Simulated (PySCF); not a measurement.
## A search over the determinants of HgI

Unrestricted PBE0; Hg cc-pVDZ-PP with ECP60, I cc-pVDZ-PP with ECP28; scalar-relativistic core potentials (PySCF 2.14). Outer shells of the fragments: Hg 5d10 6s2; I 4d10 5s2 5p5.

Followed along the bond (rough minima from three points):

```
2Ms+1   unpaired  ⟨S²⟩ at the start  R at minimum (Å)  Te (eV)
    2        σ ↑               0.76              2.79     0.00
    4  σ ↑, π ↑↑               3.75  none in the scan   ≤ 5.15
```

Solutions found at the starting distance of 2.685 Å, counted from the lowest of them; the search is not exhaustive and high or unbound solutions are not listed, so other states can lie among these:

```
2Ms+1   unpaired   term  E (eV)  ⟨S²⟩  ⟨Lz²⟩  μ (D)
    2        σ ↑    ²Σ⁺    0.00  0.76   0.00  -1.93
    2        π ↑     ²Π    1.79  0.75   1.00   2.59
    2        π ↑     ²Π    4.33  0.78   1.00  -0.40
    4  σ ↑, π ↑↑  mixed    5.28  3.75   2.01   4.09
    4  σ ↑, π ↑↑  mixed    5.42  3.75   2.01   4.15
    4  σ ↑↑, π ↑     ⁴Π    6.60  3.76   1.02   1.66
    4  σ ↑↑, π ↑     ⁴Π    6.68  3.75   1.01   5.16
    4      σ ↑↑↑    ⁴Σ⁺    8.24  3.75   0.00   2.32
```

A term symbol is given only where ⟨S²⟩ and ⟨Lz²⟩ are close to those of a pure state; real π, δ and φ orbitals otherwise mix terms. A positive dipole means Hg(−)I(+).

Spin–orbit coupling is left out. Counting both spins, an empty level lies below a filled one in some of these solutions, because spin and occupation are held.
